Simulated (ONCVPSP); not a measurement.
**Configuration tests for Ar (ONCV)**

ONCVPSP 4.0.1 input, shortened (lines: element, Z, core and valence counts, functional; n l f; lmax; l rc ep ncon nbas qcut; lloc lpopt rc5 dvloc0; l nproj debl; icmod fcfact rcfact), PW91, non-relativistic:

```
  Ar 18.00    3    2  -109134      upf
    1    0    2.00
    2    0    2.00
    2    1    6.00
    3    0    2.00
    3    1    6.00
    2
    0    1.20    0.00    3    7    6.20
    1    1.10    0.00    3    8    9.00
    2    1.25    0.09    4    7    8.30
    4    1    1.05    3.00
    0    2    1.00
    1    2    2.50
    2    1    3.40
    0    0.00    0.00
```

Energies are relative to the spin-unpolarised reference configuration 3s2 3p6; without spin polarisation the order of configurations can differ from experiment.

| valence configuration | charge | ΔE all-electron (eV) | error AE − PS (meV) |
| --- | --- | --- | --- |
| 3s2 3p5 | +1 | 16.135 | +0.6 |
| 3s2 3p4 | +2 | 44.876 | +11 |
| 3s2 3p2 | +4 | 145.263 | +157 |

(1) What are ΔE and the potential's error for 3s2 3p3?

Levels in the configuration 3s2 3p4:

```tsv
level	all-electron (eV)	pseudo (eV)
3s	-50.343	-50.321
3p	-35.502	-35.480
```

Results:

(1) ΔE = 87.542 eV all-electron; the error (AE − PS) is +52 meV.
